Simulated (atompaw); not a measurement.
**Before and after: PAW (atompaw) potential for Re (Z = 75)**

```
Element                 : Re
Generator               : atompaw 4.2.0.5
Type                    : PAW
Functional              : LDA (PW92)
Relativity              : scalar-relativistic
Frozen core             : [Kr] 4d10 4f14
Valence charge          : 15
Reference configuration : 5s2 5p6 5d5 6s2 6p0
Partial waves           : 5s (bound): rc 1.15 bohr; 6s (bound): rc 2.85 bohr; 5p (bound): rc 1.80 bohr; 6p (bound, empty): rc 2.85 bohr; 5d (bound): rc 2.85 bohr; 5d channel at -0.05 Ry: rc 2.85 bohr
Local potential         : vpsmatchnc scheme with l = 3 at 1 Ry, radius 2.75 bohr
Core correction         : smooth core density matched at 1.50 bohr
Augmentation charge     : sinc compensation charge, radius 2.75 bohr; PAW radius 2.85 bohr; waves and projectors: custom polynom2 7 10 vanderbiltortho
```

Change: local potential vpsmatchnc scheme with l = 3 at 1 Ry, radius 2.58 bohr.

Cutoffs: the cutoffs (Ry, on a coarse ladder) from which the occupation-weighted sum of valence levels, in a spherical-Bessel basis at the reference potential, stays within 10 and 1 mRy of its value at 400 Ry; they do not see the model core or the augmentation charge, which bear on the density cutoff.

What does the change do?

The potential gets neither clearly harder nor softer (35 Ry and 110 Ry → 35 Ry and 110 Ry); the bound ghost in p disappears. A state that the projectors do not describe sees the local part alone, so a deeper or shallower local part can create or remove a ghost.

| quantity | base | changed |
| --- | --- | --- |
| cutoff, loose | 35 Ry | 35 Ry |
| cutoff, tight | 110 Ry | 110 Ry |
| bound ghosts | p | none |
| s: phases at 2.86 bohr within 0.05 rad from the reference energy up to (Ry; the scan ends near 5) | 0.7 | 1.2 |
| p: phases at 2.86 bohr within 0.05 rad from the reference energy up to (Ry; the scan ends near 5) | 0.2 | 0.2 |
| d: phases at 2.86 bohr within 0.05 rad from the reference energy up to (Ry; the scan ends near 5) | 1.8 | 1.8 |
| lowest overlap eigenvalue by channel | s 0.33, p 0.51, d 0.93 | s 0.32, p 0.50, d 0.93 |

 A true bound ghost makes a file unfit for plane-wave use even where its test errors are small: the radial tests pick states by their node count and pass the ghost by. The cutoffs see the waves, projectors and local potential, not the compensation charge or the core.
